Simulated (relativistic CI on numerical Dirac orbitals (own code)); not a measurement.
Cr3+ (3d3) in a crystal field

Calculated by Dirac-Coulomb-Breit CI, KLI orbitals optimised for each configuration, model QED, one configuration in a parametric crystal field, unscaled Slater integrals (own radial code). With so little scaling, terms lie 10 to 35 % too far apart, which can change the order of excited levels.

Field parameters in Wybourne normalisation: Td as Oh with Dq negative (B⁴₀ = 21Dq, B⁴₄ = √(5/14) B⁴₀). The field is a parameter set, without covalency.

S is read from ⟨S²⟩ = S(S + 1).

Site symmetry Td; labels are those of the double group. Computed levels in cm⁻¹ above the lowest, in rising order:

```tsv
Δ (size of 10Dq)	Lowest	No. 2	No. 3	No. 4	No. 5	No. 6	No. 7	No. 8
1800	Γ8	64 Γ7	349 Γ8	565 Γ6	1644 Γ7	1669 Γ8	1816 Γ6	1867 Γ8
3300	Γ8	41 Γ7	339 Γ8	541 Γ6	2869 Γ7	2907 Γ8	3040 Γ6	3068 Γ8
4750	Γ8	32 Γ7	332 Γ8	529 Γ6	4101 Γ7	4143 Γ8	4272 Γ6	4290 Γ8
6250	Γ8	28 Γ7	327 Γ8	520 Γ6	5407 Γ7	5451 Γ8	5578 Γ6	5590 Γ8
7700	Γ8	25 Γ7	323 Γ8	513 Γ6	6692 Γ7	6738 Γ8	6863 Γ6	6873 Γ8
9150	Γ8	24 Γ7	320 Γ8	507 Γ6	7996 Γ7	8042 Γ8	8167 Γ6	8174 Γ8
10650	Γ8	24 Γ7	317 Γ8	502 Γ6	9362 Γ7	9407 Γ8	9533 Γ6	9535 Γ8
12100	Γ8	24 Γ7	315 Γ8	498 Γ6	9171 Γ8	10696 Γ7	10740 Γ8	10867 Γ6
13550	Γ8	25 Γ7	314 Γ8	494 Γ6	7764 Γ8	12041 Γ7	12084 Γ8	12213 Γ6
15000	Γ8	28 Γ7	313 Γ8	492 Γ6	6352 Γ8	13397 Γ7	13438 Γ8	13569 Γ6
16500	Γ8	33 Γ7	315 Γ8	493 Γ6	4890 Γ8	14809 Γ7	14846 Γ8	14982 Γ6
17950	Γ8	42 Γ7	321 Γ8	498 Γ6	3483 Γ8	16184 Γ7	16214 Γ8	16357 Γ6
```

Ground-state S against |10Dq| in cm⁻¹: 1800: 1.50, 3300: 1.50, 4750: 1.50, 6250: 1.50, 7700: 1.50, 9150: 1.50, 10650: 1.50, 12100: 1.50, 13550: 1.50, 15000: 1.50, 16500: 1.50, 17950: 1.49.

No abrupt spin change occurs in this range.
